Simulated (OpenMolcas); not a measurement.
# Multiconfigurational calculation on W³⁺

Input:

```
&GATEWAY
Coord
1

W 0.0 0.0 0.0
Basis=ANO-RCC-VQZP
Group=XYZ
NoMove
AngMom=0.0 0.0 0.0
AMFI
&SEWARD
* reference wave functions (RASSCF and RASSI steps not shown): 3 electrons in 5 orbitals (5d)
>>> COPY JOB001 $Project.JobIph
&CASPT2
Multistate=10 1 2 3 4 5 6 7 8 9 10
Frozen=14 16
IPEA=0.25
Shift=0.2
MaxIter=60
WThr=0.0 0.3 0.05
PrWF=0.5
NoMix
>>> COPY JOB002 $Project.JobIph
&CASPT2
Multistate=40 1 2 3 4 5 6 7 8 9 10 11 12 13 14 15 16 17 18 19 20 21 22
23 24 25 26 27 28 29 30 31 32 33 34 35 36 37 38 39 40
Frozen=14 16
IPEA=0.25
Shift=0.2
MaxIter=60
WThr=0.0 0.3 0.05
PrWF=0.5
NoMix
```

Launched by
```bash
OMP_NUM_THREADS=1 MOLCAS_MEM=1689 MOLCAS_PROJECT=a pymolcas a.inp > a.log  # once for each step of the input, in one work folder
```

Output, cut to the results:

```
--- CASPT2 ---
Orbital specifications:
      -----------------------

      Symmetry species                           1   2
                                                ag  au
      Frozen orbitals                           14  16
      Inactive orbitals                          1   3
      Active orbitals                            5   0
      Secondary orbitals                        46  55
      Deleted orbitals                           0   0
      Number of basis functions                 66  74
Type of calculation                        MS-CASPT2
      Fock operator                              state-specific
      IPEA shift                                 0.25
      Real shift                                 0.20
      Imaginary shift                            0.00
      The input orbitals will be transformed to quasi-canonical
Reference energy:      -16125.6805665724
      E2 (Non-variational):      -0.2619124762
      Shift correction:          -0.0082362870
      E2 (Variational):          -0.2701487632
      Total energy:          -16125.9507153356
      Residual norm:              0.0000000496
      Reference weight:           0.96045
      Contributions to the CASPT2 correlation energy
      Active & Virtual Only:         -0.0144722929
      One Inactive Excited:          -0.1117926088
      Two Inactive Excited:          -0.1356475745
Reference energy:      -16125.6805665724
      E2 (Non-variational):      -0.2622483412
      Shift correction:          -0.0082728798
      E2 (Variational):          -0.2705212210
      Total energy:          -16125.9510877934
      Residual norm:              0.0000000533
      Reference weight:           0.96028
      Contributions to the CASPT2 correlation energy
      Active & Virtual Only:         -0.0146249478
      One Inactive Excited:          -0.1118978919
      Two Inactive Excited:          -0.1357255015
::    CASPT2 Root  1     Total energy: -16125.95071534
::    CASPT2 Root  2     Total energy: -16125.95108779
::    CASPT2 Root  3     Total energy: -16125.95035770
::    CASPT2 Root  4     Total energy: -16125.95073323
::    CASPT2 Root  5     Total energy: -16125.95104193
::    CASPT2 Root  6     Total energy: -16125.95122192
::    CASPT2 Root  7     Total energy: -16125.95152919
::    CASPT2 Root  8     Total energy: -16125.90620564
::    CASPT2 Root  9     Total energy: -16125.90620563
::    CASPT2 Root 10     Total energy: -16125.90620564
::    MS-CASPT2 Root  1     Total energy: -16125.95197506
::    MS-CASPT2 Root  2     Total energy: -16125.95153551
::    MS-CASPT2 Root  3     Total energy: -16125.95136606
::    MS-CASPT2 Root  4     Total energy: -16125.95089897
::    MS-CASPT2 Root  5     Total energy: -16125.95077615
::    MS-CASPT2 Root  6     Total energy: -16125.95036996
::    MS-CASPT2 Root  7     Total energy: -16125.94979238
::    MS-CASPT2 Root  8     Total energy: -16125.90620270
::    MS-CASPT2 Root  9     Total energy: -16125.90619711
::    MS-CASPT2 Root 10     Total energy: -16125.90619011
--- CASPT2 ---
Orbital specifications:
      -----------------------

      Symmetry species                           1   2
                                                ag  au
      Frozen orbitals                           14  16
      Inactive orbitals                          1   3
      Active orbitals                            5   0
      Secondary orbitals                        46  55
      Deleted orbitals                           0   0
      Number of basis functions                 66  74
Type of calculation                        MS-CASPT2
      Fock operator                              state-specific
      IPEA shift                                 0.25
      Real shift                                 0.20
      Imaginary shift                            0.00
      The input orbitals will be transformed to quasi-canonical
Reference energy:      -16125.6237128774
      E2 (Non-variational):      -0.2730491835
      Shift correction:          -0.0095974601
      E2 (Variational):          -0.2826466436
      Total energy:          -16125.9063595209
      Residual norm:              0.0000001051
      Reference weight:           0.95421
      Contributions to the CASPT2 correlation energy
      Active & Virtual Only:         -0.0246396606
      One Inactive Excited:          -0.1116242181
      Two Inactive Excited:          -0.1367853048
Reference energy:      -16125.6237128774
      E2 (Non-variational):      -0.2731017350
      Shift correction:          -0.0096128029
      E2 (Variational):          -0.2827145378
      Total energy:          -16125.9064274152
      Residual norm:              0.0000001158
      Reference weight:           0.95414
      Contributions to the CASPT2 correlation energy
      Active & Virtual Only:         -0.0247212299
      One Inactive Excited:          -0.1115904604
      Two Inactive Excited:          -0.1367900447
::    CASPT2 Root  1     Total energy: -16125.90635952
::    CASPT2 Root  2     Total energy: -16125.90642742
::    CASPT2 Root  3     Total energy: -16125.90631781
::    CASPT2 Root  4     Total energy: -16125.90613805
::    CASPT2 Root  5     Total energy: -16125.90638156
::    CASPT2 Root  6     Total energy: -16125.90606878
::    CASPT2 Root  7     Total energy: -16125.90623564
::    CASPT2 Root  8     Total energy: -16125.90620041
::    CASPT2 Root  9     Total energy: -16125.90610357
::    CASPT2 Root 10     Total energy: -16125.88786048
::    CASPT2 Root 11     Total energy: -16125.88790178
::    CASPT2 Root 12     Total energy: -16125.89017970
::    CASPT2 Root 13     Total energy: -16125.88972734
::    CASPT2 Root 14     Total energy: -16125.90131202
::    CASPT2 Root 15     Total energy: -16125.88999393
::    CASPT2 Root 16     Total energy: -16125.89709903
::    CASPT2 Root 17     Total energy: -16125.89185474
::    CASPT2 Root 18     Total energy: -16125.89008859
::    CASPT2 Root 19     Total energy: -16125.89443395
...
```

Levels above the lowest, from the spin-orbit matrix with the single-state CASPT2 energies, averaged by term, on its diagonal:

```csv
Configuration,Term,J,E (cm-1),Measured (cm-1),g,Term weight %,Second
5d3,4F,3/2,0.0,0.0,0.458,88,11 2D(1)
5d3,4F,5/2,3660,3537,1.035,96,4 2D(1)
5d3,4F,7/2,6960,6745,1.209,91,8 2G
5d3,4F,9/2,9490,9256,1.260,71,24 2G
5d3,4P,3/2,11240,,1.401,46,36 2P
5d3,4P,1/2,12900,11773,2.046,69,31 2P
5d3,2G,7/2,15790,15261,0.925,89,9 4F
5d3,2H,9/2,16570,16205,1.049,55,22 2G
5d3,4P,5/2,17990,17190,1.561,91,7 2D(1)
5d3,2D(1),3/2,19760,,1.210,46,42 4P
5d3,2P,1/2,20530,18365,1.291,69,31 4P
5d3,2H,11/2,22590,22223,1.091,100,
5d3,2D(1),5/2,24260,22766,1.218,88,6 4P
5d3,2G,9/2,24840,,1.046,54,40 2H
5d3,2P,3/2,27640,25168,1.195,56,30 2D(1)
5d3,2F,5/2,30090,27938,0.894,90,8 2D(2)
5d3,2F,7/2,30160,28412,1.136,97,3 2G
5d3,2D(2),5/2,45920,43287,1.180,88,8 2F
5d3,2D(2),3/2,45950,43742,0.803,98,
```

Against the 15 measured excited levels shown (the list in J. Phys. B 45, 035001 (2012)) the mean absolute deviation is 1200 cm-1; the largest miss in energy is 5d3 2D 5/2(2): computed 45920, measured 43287 cm-1 (+6.1 %), and the largest in proportion 5d3 2P 1/2 [69 %] (+11.8 %).

Term energies are means over components that CASPT2 splits; among the terms shown or strongly mixed into the levels shown the widest spread is 1500 cm-1 (5d3 2P). The CASPT2 spread within a term exceeds the gap to the next term for 5d3 2P and 5d3 2H, 5d3 2H and 5d3 2D(1), so the order of their levels is uncertain. Computed and measured levels are paired by configuration, term and J; levels that our copy of the source lacks, or whose pairing is in doubt (as where it misses far off the trend of its configuration), stay unpaired and out of the deviations. Only configurations of the active space appear.

The term weight is that of the spin-free term in the level, not the purity of its configuration. A share in square brackets marks a mixed level and gives the weight of the term that names it. A number in round brackets counts repeated terms of one configuration in the order of the reference energies.
